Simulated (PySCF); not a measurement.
# Which determinant of BPb lies lowest?

Unrestricted PBE0; PySCF, scalar-relativistic core potentials, basis sets B def2-SVPD, Pb def2-SVPD with ECP60. Outer shells of the fragments: B 2s2 2p1; Pb 5d10 6s2 6p2.

Followed along the bond (rough minima from three points):

```
2Ms+1   unpaired  ⟨S²⟩ at the start  R at minimum (Å)  Te (eV)
    4  σ ↑, π ↑↑               3.75              2.26     0.00
    2  σ ↓, π ↑↑               1.77              2.26     0.34
    2  σ ↑, π ↑↓               1.76              2.27     0.37
    2        π ↑               0.79              2.14     1.13
    2        σ ↑               0.80  none in the scan   ≤ 0.99
```

Solutions found at the starting distance of 2.210 Å, counted from the lowest of them; the search is not exhaustive and high or unbound solutions are not listed, so other states can lie among these:

```json
{"2Ms+1": "4", "unpaired": "σ ↑, π ↑↑", "term": "⁴Σ⁻", "E (eV)": "0.00", "⟨S²⟩": "3.75", "⟨Lz²⟩": "0.00", "μ (D)": "1.88"}
{"2Ms+1": "2", "unpaired": "σ ↓, π ↑↑", "term": "mixed", "E (eV)": "0.34", "⟨S²⟩": "1.77", "⟨Lz²⟩": "0.00", "μ (D)": "1.86"}
{"2Ms+1": "2", "unpaired": "σ ↑, π ↑↓", "term": "mixed", "E (eV)": "0.37", "⟨S²⟩": "1.76", "⟨Lz²⟩": "2.01", "μ (D)": "1.89"}
{"2Ms+1": "2", "unpaired": "σ ↑", "term": "mixed", "E (eV)": "0.97", "⟨S²⟩": "0.80", "⟨Lz²⟩": "2.00", "μ (D)": "1.77"}
{"2Ms+1": "2", "unpaired": "π ↑", "term": "²Π", "E (eV)": "1.14", "⟨S²⟩": "0.79", "⟨Lz²⟩": "1.00", "μ (D)": "1.90"}
{"2Ms+1": "2", "unpaired": "π ↑", "term": "²Π", "E (eV)": "1.50", "⟨S²⟩": "0.75", "⟨Lz²⟩": "1.00", "μ (D)": "2.96"}
{"2Ms+1": "4", "unpaired": "σ ↑, π ↑↑", "term": "mixed", "E (eV)": "2.37", "⟨S²⟩": "3.76", "⟨Lz²⟩": "2.01", "μ (D)": "1.25"}
{"2Ms+1": "4", "unpaired": "π ↑↑↑", "term": "⁴Π", "E (eV)": "2.39", "⟨S²⟩": "3.79", "⟨Lz²⟩": "1.01", "μ (D)": "0.97"}
{"2Ms+1": "4", "unpaired": "π ↑↑, δ ↑", "term": "⁴Δ", "E (eV)": "6.69", "⟨S²⟩": "3.77", "⟨Lz²⟩": "4.00", "μ (D)": "-0.20"}
```

A term symbol is given only where ⟨S²⟩ and ⟨Lz²⟩ are close to those of a pure state; real π, δ and φ orbitals otherwise mix terms. A positive dipole means B(−)Pb(+).

These are scalar-relativistic numbers at best; spin–orbit coupling would shift them, the dissociation energy most.
